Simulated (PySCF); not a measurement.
# Ba (barium, neutral) across methods

[Xe] 5d2, high-spin 3F determinant (an excited configuration). All numbers are calculated (PySCF 2.14, the spin-free X2C one-electron Hamiltonian (Gaussian nucleus), in x2c-TZVPPall).

```
method  E (hartree)  mean ε 5p α (eV)  mean ε 5p β (eV)  mean ε 5d α (eV)  Σ⟨r²⟩ (bohr²)   ⟨S²⟩
 B97-3     -8134.21           -18.442           -17.895            -1.760          85.57  2.001
   LDA     -8127.60           -16.862           -16.435            -1.319          85.71  2.001
   UHF  -8131.51412           -22.518           -21.521            -3.089          86.89  2.007
 M06-L     -8134.42           -16.870           -16.230            -1.109          85.81  2.003
  PBE0     -8134.29           -18.318           -17.702            -1.841          84.71  2.002
r2SCAN     -8134.64           -17.110           -16.620            -1.339          84.75  2.003
  BP86     -8135.56           -16.801           -16.372            -1.431          85.75  2.001
```

Problem. Estimate the same row for PBE.

Solution. E (hartree) = -8134.22; mean ε 5p α (eV) = -16.692; mean ε 5p β (eV) = -16.217; mean ε 5d α (eV) = -1.326; Σ⟨r²⟩ (bohr²) = 85.73; ⟨S²⟩ = 2.001.

Spin-orbit coupling, absent here, splits the open shell strongly.
